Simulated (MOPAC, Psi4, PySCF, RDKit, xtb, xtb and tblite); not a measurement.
Two geometries of SMILES O=C[SiH2][SiH2][GeH3] (CH₈GeOSi₂), relaxed at GFN2-xTB with one dihedral held; other torsions can differ between them too.

Structure A

```
13

O      0.7971     0.0061    -1.5691
C      1.6620    -0.1134    -0.7310
Si     1.2881    -1.0296     0.9127
Si    -0.9096    -0.2958     1.0573
Ge    -1.8978    -1.1227    -0.8927
H      2.6542     0.3403    -0.9273
H      1.4869    -2.4497     0.6034
H      2.3614    -0.6497     1.8376
H     -0.9597     1.1706     1.1266
H     -1.5860    -0.7791     2.2694
H     -1.1690    -2.3036    -1.4590
H     -3.2952    -1.6597    -0.6772
H     -2.0686    -0.1745    -2.0318
```

Structure B

```
13

O      1.2022     0.7579    -1.3787
C      1.9027     0.0064    -0.7485
Si     1.2864    -0.9019     0.8262
Si    -0.9771    -0.4382     1.0174
Ge    -2.1894    -2.3228     1.7078
H      2.9480    -0.1644    -1.0843
H      1.6755    -2.3048     0.6219
H      2.1658    -0.4005     1.8909
H     -1.5577     0.0370    -0.2406
H     -1.2095     0.6204     2.0116
H     -1.5481    -3.1063     2.8185
H     -3.5719    -2.0772     2.2370
H     -2.4171    -3.3753     0.6620
```

Problem. Which is lower in energy at the level DF-MP2 (frozen core)/cc-pVTZ // GFN2-xTB in Psi4, and by how much?

Solution. A is lower, by 2.81 kJ/mol (dihedral C2–Si3–Si4–Ge5: 60° in A, 140° in B).

E(B) − E(A) in kJ/mol at the other levels, on the same two geometries: GFN2-xTB (xtb and tblite) 13.00; PBE0/def2-TZVP // GFN2-xTB (Psi4) -4.25; PBE0-D3(BJ)/def2-TZVP // GFN2-xTB (Psi4) -1.11; PBE/def2-TZVP // GFN2-xTB (Psi4) -5.22; PBE-D3(BJ)/def2-TZVP // GFN2-xTB (Psi4) -1.85; wB97X-D/def2-TZVP // GFN2-xTB (Psi4) -3.50; HF/cc-pVTZ // GFN2-xTB (Psi4) -9.14; UFF // GFN2-xTB (RDKit) -24.86; PM6, restricted, heats of formation // GFN2-xTB (MOPAC) -96.28; PM7, restricted, heats of formation // GFN2-xTB (MOPAC) -2.22; GFN1-xTB // GFN2-xTB (xtb) 25.36; restricted B3LYP/6-31G*, spherical d, density fitting // GFN2-xTB (PySCF) -6.12; restricted Hartree-Fock/6-31G*, spherical d, density fitting // GFN2-xTB (PySCF) -8.31; restricted B3LYP/LANL2DZ, with its core potentials past Ne // GFN2-xTB (PySCF) -9.11; restricted Hartree-Fock/LANL2DZ, with its core potentials past Ne // GFN2-xTB (PySCF) -9.74.
